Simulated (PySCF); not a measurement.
**Spinor energies of Pd⁴¹⁺ (palladium, charge +41)**

Start: [He] 2s2 2p1; 2p1/2 filled at m_j = +1/2. Calculated with PySCF 2.14 in an even-tempered Gaussian basis (17 s from 20 bohr⁻², ratio 2.4; 12 p from 26 bohr⁻², ratio 2.4; 5 d from 86 bohr⁻², ratio 2.6; 4 f from 130 bohr⁻², ratio 2.6): generalised Hartree-Fock with the X2C-1e Hamiltonian and a Gaussian nucleus; one run each with spin-orbit coupling (SO) switched off, then screened by Boettger's factors.

```csv
spinor shell,electrons,"ε, spin-free (eV)","ε, screened SO (eV)",weight of nominal j (screened SO),"rms radius, screened SO (bohr)"
1s1/2,2,-28025.2,-28018.4,1.000,0.0363
2s1/2,2,-6575.5,-6573.4,1.000,0.141
2p1/2,1,-6356.0,-6480.7,1.000,0.120
```

```csv
quantity,spin-free,screened SO
E (hartree),-2885.78216,-2890.36359
M_J,1/2,1/2
⟨J²⟩,1.113,0.750
⟨L²⟩,2.000,2.000
⟨S²⟩,0.750,0.750
```

Each row is a mean over spinors that exchange with the open shell spreads, by up to 12.270 eV (2s1/2).

Breit and QED terms are absent; they matter most for the inner s and p1/2 levels.

Densities and radii are taken from the X2C orbitals without a picture-change correction, which distorts them close to the nucleus.

Without spin-orbit coupling the j labels of p, d and f shells carry no meaning; the spin-free column gives the mean over the occupied spinors of each nl shell, and its ⟨J²⟩ belongs to a mixture of degenerate components.
